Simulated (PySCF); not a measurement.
Shapes and spin states of VO₂⁻

These are results of PBE/[V def2-SVPD, O def2-SVPD], no relativity, density fitting, PySCF, not measurements.

Relaxations began from a few typed shapes and spin states; open shells are unrestricted. The search is not exhaustive: other isomers or separated fragments can lie lower, and high-lying points may rest on an excited occupation.

Task: Which is the lowest minimum found?
A. singlet (closed shell, unstable to spin polarisation) C2v: V–O 1.622 Å (×2); O–V–O 108.2°
B. singlet (closed shell, unstable to spin polarisation) C2v: V–O 1.622 Å (×2); O–V–O 108.2°
C. triplet D∞h: V–O 1.718 Å (×2); O–V–O 180.0°
D. triplet C2v: V–O 1.649 Å (×2); O–V–O 117.7°
E. broken-symmetry Ms = 0 (⟨S²⟩ 0.83) C2v: V–O 1.634 Å (×2); O–V–O 112.4°

Result: D. The others lie at 16.0 (broken-symmetry Ms = 0 C2v), 37.7 (singlet C2v), 38.0 (singlet C2v), 97.9 (triplet D∞h, a saddle point) kJ/mol above it.

For the lowest minimum: the highest occupied level lies above zero, a sign of self-interaction error or too small a basis; response properties are unreliable. Other spin states or occupations of the open shell can lie lower. The lowest empty level of this anion is unbound, so it and the gap depend on the basis.

The electron or spin density has lower symmetry than the nuclear frame for the broken-symmetry Ms = 0 (⟨S²⟩ 0.83) C2v at 16.0 kJ/mol, triplet D∞h at 97.9 kJ/mol.
